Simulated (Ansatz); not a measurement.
Cu(AsH3)(NH2) (CuAsNH5), relaxed as a singlet with RKS PBE0-D4/def2-SVP in Ansatz, starting from the GFN2-xTB geometry. Force threshold 0.02 eV/Å.

Start:

Cartesian coordinates in Å:
```
Cu 0.496 0.377 0.017
As -1.363 -0.918 -0.071
H -2.621 -0.595 0.643
H -1.381 -2.331 0.396
H -2.063 -1.257 -1.333
N 1.954 1.412 0.066
H 2.732 1.343 -0.572
H 2.247 1.968 0.855
```

```json
{"step": "1", "energy (eV)": "-107022.4651", "largest force component (eV/Å)": "0.643", "SCF passes": "27"}
{"step": "2", "energy (eV)": "-107022.5266", "largest force component (eV/Å)": "0.365", "SCF passes": "33"}
{"step": "3", "energy (eV)": "-107022.5451", "largest force component (eV/Å)": "0.458", "SCF passes": "32"}
{"step": "4", "energy (eV)": "-107022.5555", "largest force component (eV/Å)": "0.310", "SCF passes": "33"}
{"step": "5", "energy (eV)": "-107022.5596", "largest force component (eV/Å)": "0.177", "SCF passes": "33"}
{"step": "6", "energy (eV)": "-107022.5608", "largest force component (eV/Å)": "0.076", "SCF passes": "33"}
{"step": "7", "energy (eV)": "-107022.5612", "largest force component (eV/Å)": "0.012", "SCF passes": "28"}
```

Force components are those of the run's own axes.

End:

Cartesian coordinates in Å:
```
Cu 0.481 0.412 -0.016
As -1.357 -0.924 -0.073
H -2.603 -0.532 0.690
H -1.286 -2.349 0.430
H -2.041 -1.239 -1.386
N 1.883 1.577 -0.032
H 2.710 1.218 -0.512
H 2.213 1.837 0.899
```

By distances, no bond broke or formed. The bond that changes most is Cu1–N6, from 1.79 to 1.82 Å (atoms count from 1).

No frequencies were taken in this run, so the end may be a saddle point.

It took 16 s on 4 threads of Arm Neoverse V1 on a shared host.
